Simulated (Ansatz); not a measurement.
System: CdI, net charge 0, doublet state. The spin state was set by rule; other spins were not relaxed. 
Geometry from a B3LYP-D3(BJ)/def2-TZVP (Ansatz, an electronic-structure program) optimisation:
```xyz
2

Cd     0.0000     0.0000    -1.4459
I      0.0000     0.0000     1.3095
```
Charge 0, spin multiplicity 2.

Total electronic energies in hartree. Correlated levels leave the core frozen unless marked. UHF or UKS for open shells. Spin-orbit coupling is left out. Frozen are the shells of the preceding noble gas and the d and f shells that filled before the atom's block. In def2 rows, elements after Kr have scalar-relativistic effective core potentials. STO-3G rows are all-electron and non-relativistic. CBS(X,Y): correlation extrapolated as X^-3; Hartree-Fock from the larger set. [CCSD(T)-MP2]/basis is that difference in the basis named.

```tsv
level	program	energy (Eh)
RI-HF/def2-QZVPP	Ansatz	-463.58472
PBE/def2-TZVPD	Ansatz	-465.49959
revPBE-D3(BJ)/def2-TZVPD	Ansatz + dftd3	___
wB97M-V/def2-TZVPD	Ansatz	___
B2GP-PLYP-D4/def2-TZVPD	Ansatz + dftd4	___
MP2/def2-QZVPP	Ansatz	-464.19998
CCSD/STO-3G	Ansatz	-12262.34204
CCSD/def2-SVP	Ansatz	-463.89226
CCSD/def2-QZVPP	Ansatz	-464.17971
CCSD/def2-QZVPPD	Ansatz	-464.17987
CCSD(T)/def2-SVPD	Ansatz	-463.91362
CCSD(T)/def2-QZVPPD	Ansatz	-464.20542
RI-MP2/CBS(def2-TZVPPD,def2-QZVPPD)+[CCSD(T)-MP2]/def2-SVPD	Ansatz	-464.2531
RI-MP2/CBS(def2-TZVPPD,def2-QZVPPD)+[CCSD(T)-MP2]/def2-TZVPPD	Ansatz	-464.2482
CCSD(T)/CBS(def2-TZVPPD,def2-QZVPPD)	Ansatz	-464.2480
```

Fill in the missing entries.


- revPBE-D3(BJ)/def2-TZVPD, energy (Eh): -465.60605
- wB97M-V/def2-TZVPD, energy (Eh): -465.42340
- B2GP-PLYP-D4/def2-TZVPD, energy (Eh): -464.91186
